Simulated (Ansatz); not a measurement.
Born–Oppenheimer molecular dynamics of BClF₂H₂ (6 atoms, charge 0, multiplicity 1). It starts at the highest image of a converged band, a first-order saddle point between two minima.

These are results of RKS B3LYP-D4/6-31G* (Ansatz 0.2.0), not measurements.

```json
{
  "ensemble": "NVE (velocity Verlet)",
  "time step": "0.5 fs",
  "steps asked": "200",
  "starting velocities drawn for": "300 K",
  "seed": "7460"
}
```

First frame:

```xyz
6
Properties=species:S:1:pos:R:3
B 0.011 -0.180 0.095
H 0.009 0.171 1.362
F 1.162 0.126 -0.484
F -1.160 0.064 -0.471
Cl 0.070 -2.256 0.661
H 0.036 -0.849 1.397
```

Q: How far do the bonds stretch over the last three quarters of this one trajectory? (Pairs bonded in most of those frames.)

A: 
```tsv
bond	mean (Å)	spread (Å)	shortest	longest
B1–H2	1.198	0.023	1.16	1.24
B1–F3	1.328	0.028	1.27	1.38
B1–F4	1.332	0.027	1.27	1.39
Cl5–H6	1.314	0.023	1.28	1.35
```

Mean temperature of the second half: 2568 K. The conserved energy stayed within 0.076 meV per atom of its start (net change 0.0075 meV per atom), so the integration is sound. The kinetic energy rose, since the run started high on the potential surface and went downhill. It ends in pieces (BF2H + ClH), so much of that is their flight and rotation, not heat. A run of 0.1 ps of so small a system gives no equilibrium averages. The orbitals stay closed-shell, which can raise the energy where a bond breaks towards radicals; this wasn't checked here.

Run time: 5.4 min on 1 thread of Intel(R) Xeon(R) Platinum 8375C CPU @ 2.90GHz (Ice Lake) (shared host), peak memory 0.14 GiB.
